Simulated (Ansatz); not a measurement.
Ansatz (a quantum-chemistry and plane-wave program) input (BLYP/6-31G*):

Ansatz 0.2 input:
```yaml
crystal:
  periodic: [false, false, false]
  atoms:
    - {symbol: Ge, position_ang: [0.06687803, -0.59132990, -0.00140343]}
    - {symbol: O, position_ang: [1.70323732, -0.62966900, -0.36875830]}
    - {symbol: Cl, position_ang: [-0.84841036, 1.54454633, 0.15527826]}
    - {symbol: H, position_ang: [-0.94737056, -1.17697927, -1.04822927]}
    - {symbol: H, position_ang: [-0.39564896, -1.12039959, 1.40347513]}
basis:
  gaussian:
    orbitals: 6-31G*
hamiltonian:
  xc: {name: BLYP}
total_charge: -1
output: {forces: true}
```

Output:

```
Functional definition: BLYP
integrals: 0.02 GiB planned
813 factors; their error is unknown
mean field: 0.15 GiB planned
mean field evaluation 1: about -71112.4533 eV, gradient 4.3e1 eV
mean field evaluation 2: about -71050.2521 eV, gradient 1.7e2 eV
mean field evaluation 4: about -71115.4243 eV, gradient 8.7e0 eV
mean field evaluation 8: about -71115.5348 eV, gradient 6.5e-2 eV
mean field evaluation 16: about -71115.5091 eV, gradient 1.4e-5 eV
mean field -71115.50912792 eV, -2613.4467566276 hartree, gradient 1.4e-5 eV, S^2 0.000000; 0 other end points of the search recorded, 0 dependent functions left out
the calculation of the forces begins
reference -71115.50945062 eV, -2613.4467684867 hartree; 30, 30 occupied and 43, 43 virtual orbitals, 813 factors
Total energy: -71115.50945062 eV, -2613.4467684867 hartree
Atom 0 at     0.066878    -0.591330    -0.001403 Å, force    -0.116077    -0.175816     0.030179 eV/Å
Atom 1 at     1.703237    -0.629669    -0.368758 Å, force     0.772628    -0.056488    -0.172565 eV/Å
Atom 2 at    -0.848410     1.544546     0.155278 Å, force    -0.254101     0.475275     0.046214 eV/Å
Atom 3 at    -0.947371    -1.176979    -1.048229 Å, force    -0.266530    -0.128183    -0.242109 eV/Å
Atom 4 at    -0.395649    -1.120400     1.403475 Å, force    -0.135921    -0.114789     0.338282 eV/Å
Dipole moment:    -0.477753    -0.213450     0.112438 e Å
```

The dipole moment of an ion depends on the origin.

The geometry given is a B3LYP-D3(BJ)/def2-TZVP minimum.
